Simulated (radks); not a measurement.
Spherical quantum dot in the effective-mass picture: electrons in a hard-walled sphere of radius 10.9, with a point charge +2 (a donor) at the centre, all in effective atomic units (hartree* = m*/eps^2 hartree, bohr* = eps/m* bohr), one dielectric constant everywhere. Calculated with a radial shooting solver with Libxc functionals: non-relativistic Kohn-Sham, LDA (Slater exchange, Perdew-Wang correlation), spin-polarised, spherical densities. Levels are named by radial order and angular momentum (1s, 1p, 1d, 2s, ...), and open shells are averaged over m. Results are scaled to m* = 0.209 and eps = 7.7, for which hartree* = 95.92 meV and bohr* = 1.95 nm. Each electron was tried in the lowest free levels, single moves between levels near the top were tried too, and the lowest total energy was kept; such a search can miss a lower state. At N = 1 the Hartree and exchange-correlation terms need not cancel, so that row can carry a self-interaction error.

\begin{tabular}{lrrrrrrr}
N & open shells & 2S & E (meV) & mu = E(N) - E(N-1) (meV) & addition energy mu(N+1) - mu(N) (meV) & e(HOMO) (meV) & rms radius (nm) \\ \hline
1 & 1s(up 1, down 0) & 1 & -186.256 & -186.26 & 100.6 & -144.88 & 1.744 \\
2 & none & 0 & -271.885 & -85.629 & 90.30 & -54.700 & 2.212 \\
3 & 2s(up 1, down 0) & 1 & -267.214 & 4.6708 & 11.45 & 9.4885 & 7.424 \\
4 & none & 0 & -251.090 & 16.125 & 12.74 & 21.258 & 9.452 \\
5 & 1p(up 1, down 0) & 1 & -222.221 & 28.869 & 10.13 & 34.060 & 10.77 \\
6 & 1p(up 3, down 0) 2s(up 1, down 0) & 4 & -183.221 & 38.999 & 11.01 & 43.897 & 11.72 \\
7 & 1p(up 3, down 0) & 3 & -133.207 & 50.014 & 12.03 & 54.982 & 12.34 \\
8 & 1p(up 3, down 1) & 2 & -71.1627 & 62.044 & 10.09 & 67.071 & 12.87 \\
9 & 1p(up 3, down 2) & 1 & 0.970995 & 72.134 & 10.16 & 77.208 & 13.29 \\
10 & none & 0 & 83.2652 & 82.294 & 13.64 & 87.384 & 13.64 \\
11 & 1d(up 1, down 0) & 1 & 179.204 & 95.939 & 10.02 & 100.94 & 13.97 \\
12 & 1d(up 2, down 0) & 2 & 285.160 & 105.96 & 10.04 & 110.97 & 14.24 \\
13 & 1d(up 3, down 0) & 3 & 401.152 & 115.99 & 10.04 & 121.01 & 14.48 \\
14 & 1d(up 4, down 0) & 4 & 527.187 & 126.03 & 10.04 & 131.06 & 14.68 \\
15 & 1d(up 5, down 0) & 5 & 663.262 & 136.08 & 12.04 & 141.10 & 14.87 \\
16 & 1d(up 5, down 1) & 4 & 811.381 & 148.12 & 9.881 & 153.06 & 15.03 \\
17 & 1d(up 5, down 2) & 3 & 969.381 & 158.00 & 9.901 & 162.95 & 15.18 \\
18 & 1d(up 5, down 3) & 2 & 1137.28 & 167.90 & 9.913 & 172.86 & 15.31 \\
19 & 1d(up 5, down 4) & 1 & 1315.10 & 177.81 & 9.917 & 182.77 & 15.43 \\
20 & none & 0 & 1502.83 & 187.73 & 14.22 & 192.69 & 15.54 \\
21 & 1f(up 1, down 0) & 1 & 1704.78 & 201.95 & 9.845 & 206.88 & 15.65 \\
22 & 1f(up 2, down 0) & 2 & 1916.58 & 211.80 & 9.848 & 216.72 & 15.76 \\
23 & 1f(up 3, down 0) & 3 & 2138.23 & 221.65 & 9.848 & 226.57 & 15.85 \\
24 & 1f(up 4, down 0) & 4 & 2369.72 & 231.49 & 9.847 & 236.42 & 15.94 \\
25 & 1f(up 5, down 0) & 5 & 2611.06 & 241.34 & 9.845 & 246.26 & 16.02 \\
26 & 1f(up 6, down 0) & 6 & 2862.25 & 251.19 & 9.843 & 256.11 & 16.10 \\
27 & 1f(up 7, down 0) & 7 & 3123.28 & 261.03 & 11.88 & 265.95 & 16.17 \\
28 & 1f(up 7, down 1) & 6 & 3396.19 & 272.91 & 9.752 & 277.78 & 16.24 \\
29 & 1f(up 7, down 2) & 5 & 3678.85 & 282.66 & 9.757 & 287.54 & 16.30 \\
30 & 1f(up 7, down 3) & 4 & 3971.27 & 292.42 & - & 297.30 & 16.36 \\
\end{tabular}

All shells are closed at N = 2, 4, 10, 20 (there: 1s2 1p6 1d10 2s2); the second difference of the energy has clear peaks (12 % above both neighbours; the first and last values, which can be the largest, are not judged, and half-filled shells can peak too) at N = 10, 15, 20, 27.
